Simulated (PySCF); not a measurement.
Mg(Br)(OH) (BrHMgO), SMILES [OH][Mg][Br]. Heavy atoms are numbered as in [Mg:1]([Br:2])[OH:3]. Hydrogens are named by the atom that carries them.

Geometry: B3LYP-D3(BJ)/def2-TZVP. Other conformers were not sampled.

The numbers are results of HF/pcSseg-2 (PySCF), not measurements.

GIAO shieldings, no solvent; atoms alike by connectivity are averaged. δ = σ(ref) − σ: ¹⁷O against H2O (σ = 326.0 ppm); ¹H against TMS (σ = 31.98 ppm), references at their B3LYP-D3(BJ)/def2-TZVP geometries, non-relativistic (without spin–orbit terms, shifts of atoms bonded to Cl or Br come out too high).

Computed chemical shifts:
| nucleus | atoms | count | δ (ppm) |
|---|---|---|---|
| ¹⁷O | O3 (OH) | 1 | -32.0 |
| ¹H | H on O3 | 1 | 1.04 |
